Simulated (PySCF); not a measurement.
Job for PySCF: D3(BJ) and D4 dispersion corrections on AlH3 (SMILES [AlH3]).

```python
from pyscf import gto
from pyscf.dispersion import dftd3, dftd4

mol = gto.M(
    atom='''
    Al    0.07526809   -0.21232265    0.65208523
    H    -1.44492903   -0.37966063    0.19925407
    H     0.73711429    1.20981120    0.36304700
    H     1.01513339   -1.50009040    0.62713314
    ''',
    basis='def2-svp',
    charge=0, spin=0, verbose=0, max_memory=1800)
d3, d4 = {}, {}
for xc in ['hf', 'pbe', 'blyp', 'revpbe', 'tpss', 'r2scan', 'b3lyp', 'pbe0', 'bhlyp', 'camb3lyp', 'b2plyp']:
    d3[xc] = float(dftd3.DFTD3Dispersion(mol, xc=xc, version='d3bj', atm=False).get_dispersion()['energy'])
    print(f'D3(BJ) {xc:10s} {d3[xc]:14.8f} Eh')
for xc in ['hf', 'pbe', 'blyp', 'revpbe', 'tpss', 'r2scan', 'b3lyp', 'pbe0', 'bhlyp', 'camb3lyp', 'b2plyp']:
    d4[xc] = float(dftd4.DFTD4Dispersion(mol, xc={'camb3lyp': 'cam-b3lyp'}.get(xc, xc), atm=True).get_dispersion()['energy'])
    print(f'D4     {xc:10s} {d4[xc]:14.8f} Eh')
```

The log:

```
D3(BJ) hf            -0.01157088 Eh
D3(BJ) pbe           -0.00108453 Eh
D3(BJ) blyp          -0.00241844 Eh
D3(BJ) revpbe        -0.00276859 Eh
D3(BJ) tpss          -0.00136844 Eh
D3(BJ) r2scan        -0.00027199 Eh
D3(BJ) b3lyp         -0.00198734 Eh
D3(BJ) pbe0          -0.00093163 Eh
D3(BJ) bhlyp         -0.00162274 Eh
D3(BJ) camb3lyp      -0.00084419 Eh
D3(BJ) b2plyp        -0.00093904 Eh
D4     hf            -0.00417090 Eh
D4     pbe           -0.00106629 Eh
D4     blyp          -0.00242788 Eh
D4     revpbe        -0.00348818 Eh
D4     tpss          -0.00144206 Eh
D4     r2scan        -0.00023768 Eh
D4     b3lyp         -0.00173747 Eh
D4     pbe0          -0.00087813 Eh
D4     bhlyp         -0.00128307 Eh
D4     camb3lyp      -0.00087829 Eh
D4     b2plyp        -0.00073045 Eh
```

The run finished.

Cost: very roughly 0.010 core-seconds.
